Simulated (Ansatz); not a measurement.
Consider the formal loss of a carbene: `NB(O)CO` → `[CH2]` (triplet) + `NB(O)O`.

Program: Ansatz. Geometries: PBE0-D4/def2-TZVP. ΔE: electronic, gas phase. CCSD(T)/CBS is the MP2 limit (def2-TZVPP, def2-QZVPP) plus CCSD(T) − MP2 in def2-TZVPP, frozen cores. This one scheme is used for every species. Functionals use def2-TZVPP. Triplets are unrestricted, without spin–orbit coupling. One conformer a species, not always the lowest.

`NB(O)CO`:

```xyz
11

N     1.546    0.217    0.512
B     0.327    0.075   -0.174
O     0.217    0.193   -1.539
C    -1.027   -0.236    0.582
O    -2.150   -0.356   -0.273
H     1.609    0.127    1.510
H     2.429    0.416    0.075
H     1.031    0.381   -2.010
H    -0.919   -1.163    1.164
H    -1.222    0.553    1.324
H    -1.840   -0.208   -1.171
```

`[CH2]` (triplet):

Z-matrix (Å, degrees):
```
C
H 1 1.079
H 1 1.079 2 134.9
```

`NB(O)O`:

```xyz
8

N    -1.083    0.245   -0.339
B     0.218   -0.159    0.028
O     0.615   -1.434   -0.283
O     1.120    0.653    0.683
H    -1.473    1.150   -0.160
H    -1.703   -0.384   -0.816
H     1.512   -1.601    0.011
H     0.795    1.532    0.877
```

```json
{"level": "revPBE-D4", "ΔE (eV)": "2.76"}
{"level": "r2SCAN-D4", "ΔE (eV)": "2.49"}
{"level": "ωB97M-V", "ΔE (eV)": "2.77"}
{"level": "PBE", "ΔE (eV)": "2.83"}
```

Task: What does CCSD(T)/CBS give? (Estimate.)

Result: Computed: +2.71 eV. The listed levels differ from it by 0.05, -0.22, 0.06, 0.12 eV.

Task: What do rigid-rotor, harmonic-oscillator terms from PBE0-D4/def2-TZVP frequencies (298.15 K, 1 bar) make of the CCSD(T)/CBS value? (Estimate.)

Result: The calculation gave: ΔZPE = -0.28 eV, ΔH = +2.49 eV, ΔS = 153 J/(mol·K), ΔG = +2.02 eV. Open shells count their whole term as degenerate. Modes under 50 cm⁻¹ make the entropy rough.

Largest T1 diagnostic among the species: 0.011.

From r2SCAN to r2SCAN0 (25 % exact exchange), in def2-TZVPP and without D4, ΔE moves by −0.07 eV. Leaving LDA and LC-ωPBE aside and taking each functional with its dispersion term where it has one, the values, not all of them listed here, spread over 0.47 eV, from r2SCAN0-D4 to PBE-D4. LDA lies +0.73 eV from PBE without D4. The D4 term adds +0.10 eV with B3LYP and +0.05 eV with PBE0; it sums over pairs of atoms, weighted by their polarisabilities, and B3LYP, whose exchange is more repulsive, gets the larger term.

B3LYP here is the variant with VWN-RPA as its local correlation; programs differ in this.
